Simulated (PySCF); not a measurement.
Spinor energies of Si (silicon, neutral)

Start: [Ne] 3s2 3p2; 3p1/2 filled at m_j = -1/2, +1/2. Calculated with PySCF 2.14 in x2c-QZVPPall-2c (9s7p4d2f1g, 73 functions): generalised Hartree-Fock with the X2C-1e Hamiltonian and a Gaussian nucleus; one run each with spin-orbit coupling (SO) switched off, then screened by Boettger's factors.

| spinor shell | electrons | ε, spin-free (eV) | ε, screened SO (eV) | weight of nominal j (screened SO) | rms radius, screened SO (bohr) |
| --- | --- | --- | --- | --- | --- |
| 1s1/2 | 2 | -1876.9 | -1876.9 | 1.000 | 0.129 |
| 2s1/2 | 2 | -168.22 | -168.21 | 1.000 | 0.612 |
| 2p1/2 | 2 | -115.76 | -116.46 | 0.857 | 0.597 |
| 3s1/2 | 2 | -14.749 | -14.746 | 0.999 | 2.38 |
| 3p1/2 | 2 | -8.106 | -8.110 | 0.512 | 2.99 |

(1) Where does 2p3/2 lie, and what is the 2p spin-orbit splitting (screened SO)?

| quantity | spin-free | screened SO |
| --- | --- | --- |
| E (hartree) | -289.45995 | -289.46053 |
| M_J | 0 | 0 |
| ⟨J²⟩ | 2.016 | 1.871 |
| ⟨L²⟩ | 2.012 | 2.021 |
| ⟨S²⟩ | 2.004 | 2.000 |

The determinant has a definite M_J but mixes levels of different J.

Each row is a mean over spinors that exchange with the open shell spreads, by up to 4.235 eV (3s1/2).

Rows whose weight is well below 1 are mixtures of j = l ± 1/2: exchange outweighs spin-orbit coupling there, and the label is only the starting occupation.

Without spin-orbit coupling the j labels of p, d and f shells carry no meaning; the spin-free column gives the mean over the occupied spinors of each nl shell.

Results:

(1) At -115.40 eV, 1.058 eV above 2p1/2.
